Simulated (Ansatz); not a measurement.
Te3Pb3⁺, 6 atoms. Hardware: 4 threads of Intel Xeon on a shared host.

In the def2 sets Pb, Te take a core potential; there is no spin–orbit coupling. Correlated methods freeze 24 core orbitals; core or outer-core shells of Pb, Te are correlated, in sets that lack core-valence functions.

(1) How many basis functions does each of these Ansatz runs have, and roughly what does it cost? PBE-D4/def2-TZVP, charge 0 singlet at the geometry of the charge 1 doublet, energy, from earlier orbitals; MP2/def2-TZVP, charge 1 doublet, energy, from earlier orbitals; r2SCAN-D4/def2-TZVP, charge 1 doublet, energy, from earlier orbitals; PBE-D4/def2-SVP, charge 1 doublet, relaxation, 7 steps; PBE-D4/def2-TZVP, charge 0 triplet at the geometry of the charge 1 doublet, energy, from earlier orbitals; HSE06-D4/def2-TZVP, charge 1 doublet, energy, from earlier orbitals; PBE0-D4/def2-SVP, charge 1 doublet, energy, from earlier orbitals; PBE0-D4/def2-TZVP, charge 0 triplet at the geometry of the charge 1 doublet, energy; PBE-D4/def2-SVP, charge 1 doublet, energy, from earlier orbitals; PBE-D4/def2-TZVP, charge 1 doublet, energy, from earlier orbitals; PBE0-D4/def2-TZVP, charge 0 singlet at the geometry of the charge 1 doublet, energy; ωB97M-V/def2-TZVP, charge 0 singlet at the geometry of the charge 1 doublet, energy, from earlier orbitals.

Results:

(1) Other jobs shared the machine, so times can vary by a factor of up to 3. A dash marks memory too small to be measured apart from the calling script's.

```json
{"run": "PBE-D4/def2-SVP, charge 1 doublet, energy, from earlier orbitals", "functions": "156", "fitting or Cholesky vectors": "1848", "wall time": "7 s", "peak host memory (GiB)": "–"}
{"run": "PBE-D4/def2-TZVP, charge 0 singlet at the geometry of the charge 1 doublet, energy, from earlier orbitals", "functions": "300", "fitting or Cholesky vectors": "2304", "wall time": "8.5 s", "peak host memory (GiB)": "–"}
{"run": "PBE-D4/def2-TZVP, charge 0 triplet at the geometry of the charge 1 doublet, energy, from earlier orbitals", "functions": "300", "fitting or Cholesky vectors": "2304", "wall time": "15 s", "peak host memory (GiB)": "0.78"}
{"run": "PBE0-D4/def2-SVP, charge 1 doublet, energy, from earlier orbitals", "functions": "156", "fitting or Cholesky vectors": "2040", "wall time": "16 s", "peak host memory (GiB)": "0.98"}
{"run": "PBE-D4/def2-TZVP, charge 1 doublet, energy, from earlier orbitals", "functions": "300", "fitting or Cholesky vectors": "2304", "wall time": "16 s", "peak host memory (GiB)": "0.76"}
{"run": "PBE0-D4/def2-TZVP, charge 0 singlet at the geometry of the charge 1 doublet, energy", "functions": "300", "fitting or Cholesky vectors": "2604", "wall time": "20 s", "peak host memory (GiB)": "2.1"}
{"run": "PBE-D4/def2-SVP, charge 1 doublet, relaxation, 7 steps", "functions": "156", "fitting or Cholesky vectors": "1848", "wall time": "35 s", "peak host memory (GiB)": "–"}
{"run": "r2SCAN-D4/def2-TZVP, charge 1 doublet, energy, from earlier orbitals", "functions": "300", "fitting or Cholesky vectors": "2304", "wall time": "35 s", "peak host memory (GiB)": "0.88"}
{"run": "ωB97M-V/def2-TZVP, charge 0 singlet at the geometry of the charge 1 doublet, energy, from earlier orbitals", "functions": "300", "fitting or Cholesky vectors": "2484", "wall time": "49 s", "peak host memory (GiB)": "2"}
{"run": "MP2/def2-TZVP, charge 1 doublet, energy, from earlier orbitals", "functions": "300", "fitting or Cholesky vectors": "2913", "wall time": "68 s", "peak host memory (GiB)": "2.1"}
{"run": "PBE0-D4/def2-TZVP, charge 0 triplet at the geometry of the charge 1 doublet, energy", "functions": "300", "fitting or Cholesky vectors": "2604", "wall time": "69 s", "peak host memory (GiB)": "2.3"}
{"run": "HSE06-D4/def2-TZVP, charge 1 doublet, energy, from earlier orbitals", "functions": "300", "fitting or Cholesky vectors": "2604", "wall time": "74 s", "peak host memory (GiB)": "2.3"}
```
